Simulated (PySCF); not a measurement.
CH4O4, SMILES OC(O)(O)O. Geometry: PBE-D3(BJ)/def2-SVP. One conformer was computed; it need not be the lowest.

Computed equilibrium geometry at PBE-D3(BJ)/def2-SVP (PySCF confirms it by a frequency run) as bond lengths and angles, and its point group (one conformer of several):
point group S4.
Atoms: O1 C2 O3 O4 O5 H6 H7 H8 H9. Bonds (Å): O1–C2 1.395, O1–H6 0.976, C2–O3 1.395, C2–O4 1.395, C2–O5 1.395, O3–H7 0.976, O4–H8 0.976, O5–H9 0.976. Bond angles (°): C2–O1–H6 106.0, O1–C2–O3 107.0, O1–C2–O4 107.0, O1–C2–O5 114.5, O3–C2–O4 114.5, O3–C2–O5 107.0, O4–C2–O5 107.0, C2–O3–H7 106.0, C2–O4–H8 106.0, C2–O5–H9 106.0.
